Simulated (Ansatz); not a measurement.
Ansatz (a quantum-chemistry and plane-wave program) input:
A basis named .json is the Basis Set Exchange file of that set.

Ansatz 0.2 input:
```yaml
crystal:
  periodic: [false, false, false]
  atoms:
    - {symbol: N, position_ang: [-1.73898457, -0.07435175, 0.10232285]}
    - {symbol: B, position_ang: [-0.17316046, -0.01264005, 0.00929877]}
    - {symbol: Cl, position_ang: [0.64376823, -1.50731368, -0.01466345]}
    - {symbol: Cl, position_ang: [0.49617550, 1.55446671, -0.05246102]}
    - {symbol: H, position_ang: [-2.09529251, -1.03416708, 0.10807968]}
    - {symbol: H, position_ang: [-2.07199696, 0.39286790, 0.95316704]}
    - {symbol: H, position_ang: [-2.17305985, 0.42336001, -0.68288450]}
basis:
  gaussian:
    orbitals: aug-cc-pV_D+d_Z.json
total_charge: 1
magnetization: {spin_polarized: false}
correlation: {method: ccsd_t, electrons: outside_noble_gas}
output: {forces: true}
```

What final total energy does it print?

-1000.39155 Eh (CCSD(T)/aug-cc-pV(D+d)Z). The basis has 137 functions.

It need not be the lowest isomer of its formula.
